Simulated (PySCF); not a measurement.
**Bond length, frequency and bond energy of CsSn by level of theory**

State: ⁴Σ⁻ (quartet), unpaired electrons σ ↑, π ↑↑. Set-up: Cs def2-SVP with ECP46, Sn def2-SVP with ECP28; scalar-relativistic core potentials (PySCF 2.14). De refers to Cs + Sn in their high-spin ground configurations, without counterpoise correction. The functionals are run spin-unrestricted. A positive dipole means Cs(−)Sn(+).

| Level | Re (Å) | ωe (cm⁻¹) | De (eV) | μ (D) | CPU s a point (SCF and correlation, without the integrals) |
| --- | --- | --- | --- | --- | --- |
| UHF | 3.733 | 84.3 | 1.08 | -13.19 | 0.15 |
| UHF-MP2 | 3.638 | 90.2 | 1.32 | n/a | 0.25 |
| UHF-SCS-MP2 | 3.654 | 89.2 | 1.21 | n/a | n/a |
| UHF-CCSD | 3.648 | 89.3 | 1.23 | n/a | n/a |
| UHF-CCSD(T) | 3.644 | 89.5 | 1.25 | n/a | 7.7 |
| PBE | 3.595 | 84.8 | 1.41 | -9.54 | 0.51 |
| PW91 | 3.589 | 85.5 | 1.46 | -9.61 | 0.36 |
| r²SCAN | 3.601 | 87.4 | 1.59 | -11.09 | 0.58 |
| B3LYP | 3.631 | 83.5 | 1.21 | -10.12 | 0.67 |
| PBE0 | 3.583 | 88.3 | 1.43 | -10.74 | 0.89 |
| B2PLYP | 3.626 | 87.0 | 1.22 | -11.45 | 0.5 |

The bond length runs from 3.583 Å (PBE0) to 3.733 Å (UHF). De spans 1.08 eV (UHF, mean field) to 1.59 eV (r²SCAN, meta-GGA). Correlation at CCSD(T) changes the Hartree–Fock bond energy by +0.17 eV; the triples alone change it by +0.02 eV.

Correlated steps freeze 4 core orbitals. Correlated levels converge slowly with the basis: in double zeta they bind strong bonds too weakly, by up to about 1 eV, and carry superposition errors of some tenths. These are scalar-relativistic numbers at best; spin–orbit coupling would shift them, the dissociation energy most. B2PLYP dipoles, levels and charges come from its SCF part alone. The state is the lowest determinant that a PBE0 search found; another state may lie lower at other levels.

The whole job (state search and all levels along the bond) took about 2.5 min on 1 thread of Oxide Virtual Turin-like (shared host), peak memory 0.59 GiB.
